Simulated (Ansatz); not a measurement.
Cost and result up the ladder for Al3Sb3H12 (18 atoms). The state is a singlet with charge 0. Geometry: PBE-D4/def2-SVP.

Cartesian coordinates in Å:
```
Al -1.560 1.863 -0.264
Al -0.874 -0.107 1.394
Al 0.229 -2.969 -0.008
Sb 0.573 3.029 -1.384
Sb 1.754 0.373 1.840
Sb 2.615 -0.884 -0.571
H -1.235 0.137 -0.304
H -3.107 2.049 -0.612
H -1.998 -0.536 2.441
H -1.290 1.728 1.402
H -0.497 -3.764 -1.189
H 1.422 -3.544 0.887
H 0.045 2.412 -2.921
H -0.369 4.471 -1.622
H -0.717 -1.892 0.800
H 1.972 -1.145 2.654
H 1.034 -1.682 -1.050
H 2.003 0.463 -1.494
```

Ansatz on 4 threads of Arm Neoverse V1 on a shared host. Times are rough, and most runs start from the orbitals of an earlier one. r2SCAN0-D4/def2-TZVPD serves as the yardstick here, not as an exact answer. Differences are given only for rows in sets of like size (and for xTB, whose basis is part of the method), since another set adds its own error. Binding counts from free atoms at the same level (Al doublet, Sb quartet, H doublet; other spins of the atoms weren't run), without zero-point energy or a counterpoise term.

In the def2 sets Sb takes a core potential; there is no spin–orbit coupling. Correlated methods freeze 27 core orbitals; core or outer-core shells of Sb are correlated, in sets that lack core-valence functions.

Correlated methods converge slowly with the basis.

```tsv
level	functions	wall time	binding energy per atom (eV)	difference from r2SCAN0-D4/def2-TZVPD (eV)
PBE-D4/def2-SVP	192	3.5 s	2.37	–
PBE0-D4/def2-SVP	192	6.5 s	2.34	–
PBE-D4/def2-TZVP	333	7.5 s	2.37	0.01
PBE-D4/def2-TZVPD	405	12 s	2.38	0.01
r2SCAN-D4/def2-TZVP	333	14 s	2.39	0.03
MP2/def2-TZVP	333	17 s	2.19	-0.17
HF/def2-TZVP	333	19 s	1.63	-0.73
r2SCAN0-D4/def2-TZVP	333	23 s	2.36	0.00
PBE0-D4/def2-TZVP (with forces)	333	24 s	2.35	-0.01
PBE0-D4/def2-TZVPD	405	25 s	2.35	-0.01
r2SCAN0-D4/def2-TZVPD	405	39 s	2.36	0.00
```
